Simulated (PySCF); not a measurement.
A structure optimised at PBE-D3(BJ)/def2-SVP, used in a PySCF frequency run:

```xyz
5

Ga    -0.0142     0.0063     0.0000
Cl    -1.3373     1.6971     0.0000
Cl     2.1094     0.3614     0.0000
S     -0.8200    -2.0385     0.0000
H      0.4351    -2.5735     0.0000
```

Q: Write its SMILES, formula and point group.

A: [SH][Ga]([Cl])[Cl], Cl₂GaHS, Cs

Q: What are its rotational constants (standard atomic weights)?

A: 2.0829, 2.0484, 1.0328 GHz
